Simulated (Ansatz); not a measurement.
**Relaxing a trial structure of ClGeHSi**

The starting geometry of this gas-phase singlet was optimised with GFN2-xTB.

```xyz
4

Cl    0.2666   -0.3130   -1.2462
Ge   -0.6474   -0.0470    1.0395
Si   -0.9286    1.5967   -0.7035
H     0.6403    0.9588    1.3943
```

Question: Predict what becomes of its bonds when it is optimised with PBE-D3(BJ)/def2-SVP.

Answer: A new bond forms, giving a structure with Cl1 bridging Ge2 and Si3, H4 bridging Si3 and Ge2, given below by its coordinates. Distances that change by over a tenth: Ge2–H4 (1.67 → 1.87 Å). Contacts that close: Si3–H4 (2.70 → 1.70 Å).

The energy falls by 0.38 eV over 9 steps:

```
step  E − E(last) (eV)
   1             0.381
   2             0.304
   3             0.190
   4             0.064
   5             0.019
   6             0.003
   7             0.000
   8             0.000
   9             0.000
```

Final geometry (Å):

```xyz
4

Cl    0.2470   -0.3865   -1.2015
Ge   -0.6865   -0.2874    1.0703
Si   -0.6215    1.6285   -0.3490
H     0.3921    1.2410    0.9643
```

Frequencies at the end are all real (lowest 183 cm⁻¹). Run with Ansatz 0.2.0, 15 s on 1 thread of Intel(R) Xeon(R) Platinum 8259CL CPU @ 2.50GHz (Skylake/Cascade Lake), on a shared host.
